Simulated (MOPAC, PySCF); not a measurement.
CH2F3N, SMILES `C(N)(F)(F)F`, neutral singlet in the gas phase. 

Cartesian coordinates (Å):
```xyz
7

N      0.8558     0.2166    -0.2433
C     -0.5045    -0.0073    -0.0168
F     -1.1347     1.1529     0.2270
F     -0.7838    -0.8181     1.0476
F     -1.0658    -0.5942    -1.0859
H      1.2903     0.6916     0.5366
H      1.3429    -0.6414    -0.4651
```
Charge 0, multiplicity 1.

All levels are single points at this geometry (B3LYP-D3(BJ)/def2-TZVP); Pople sets use spherical d functions. Orbital energies aren't observables, and empty levels follow the basis.

```
level                            HOMO (eV)  LUMO (eV)  gap (eV)  dipole (D)  vertical IE, Delta-SCF (eV)
-------------------------------  ---------  ---------  --------  ----------  ---------------------------
ωB97X-D3(BJ)/def2-TZVP in PySCF     -11.52       2.72     14.24        2.58                        11.89
B3LYP/6-311+G** in PySCF             -8.76      -0.29      8.47        2.68                            –
PBE/6-31G* in PySCF                  -6.61       1.40      8.01        2.36                        11.02
SVWN5/6-31G* in PySCF                -6.76       1.27      8.03        2.46                        11.28
PM3 in MOPAC                        -11.26       1.04     12.30        2.25                            –
PM7 in MOPAC                        -11.71       0.85     12.56        2.62                            –
```
